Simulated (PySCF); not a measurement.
HCl₃OTi (SMILES [OH][Ti]([Cl])([Cl])[Cl]), singlet, at a GFN2-xTB geometry (such geometries of metal compounds can be far from the true shape). Base run: MN15/3-21G run with PySCF.

The PySCF input:
```python
from pyscf import gto, scf, dft

mol = gto.Mole()
mol.atom = '''
    Ti   -0.318983    0.164223    0.016657
    Cl    1.286542    1.400771   -0.628028
    Cl    0.369420   -0.633381    1.863900
    Cl   -0.240474   -1.496128   -1.309787
    O    -1.799289    0.926331    0.093956
    H    -2.651354    1.365001    0.138450
'''
mol.basis = '3-21g'
mol.charge = 0
mol.spin = 0
mol.verbose = 4
mol.build()

mf = dft.RKS(mol)
mf.xc = 'mn15'
mf.kernel()
```

The base run was repeated with changes; each row names its change, and settings that it needs were set with it.

```json
[
 {"change": "base", "ΔE vs base (µEh)": "0.0", "grid points": "101440", "electrons on the grid": "82.00000", "outcome": "converged"},
 {"change": "grids.prune = dft.gen_grid.sg1_prune", "ΔE vs base (µEh)": "-", "grid points": "-", "electrons on the grid": "-", "outcome": "input refused"},
 {"change": "grids.atom_grid = (75, 302)", "ΔE vs base (µEh)": "-9.1", "grid points": "83128", "electrons on the grid": "81.99999", "outcome": "converged"},
 {"change": "grids.atom_grid = (150, 974)", "ΔE vs base (µEh)": "16.5", "grid points": "453640", "electrons on the grid": "82.00000", "outcome": "converged"},
 {"change": "grids.level = 5", "ΔE vs base (µEh)": "9.0", "grid points": "240944", "electrons on the grid": "82.00000", "outcome": "converged"},
 {"change": "grids.level = 1", "ΔE vs base (µEh)": "258", "grid points": "34056", "electrons on the grid": "82.00005", "outcome": "converged"},
 {"change": "grids.radi_method = gauss_chebyshev", "ΔE vs base (µEh)": "22.3", "grid points": "98952", "electrons on the grid": "82.00000", "outcome": "converged"},
 {"change": "grids.prune = dft.gen_grid.treutler_prune", "ΔE vs base (µEh)": "1.9", "grid points": "96624", "electrons on the grid": "82.00000", "outcome": "converged"},
 {"change": "grids.level = 2", "ΔE vs base (µEh)": "-49.6", "grid points": "65072", "electrons on the grid": "81.99999", "outcome": "converged"},
 {"change": "grids.prune = off", "ΔE vs base (µEh)": "-1.1", "grid points": "180976", "electrons on the grid": "82.00000", "outcome": "converged"},
 {"change": "grids.radi_method = delley", "ΔE vs base (µEh)": "-2.5", "grid points": "104344", "electrons on the grid": "82.00000", "outcome": "converged"}
]
```

- grids.prune = dft.gen_grid.sg1_prune: ended with `IndexError: index 22 is out of bounds for axis 0 with size 19`
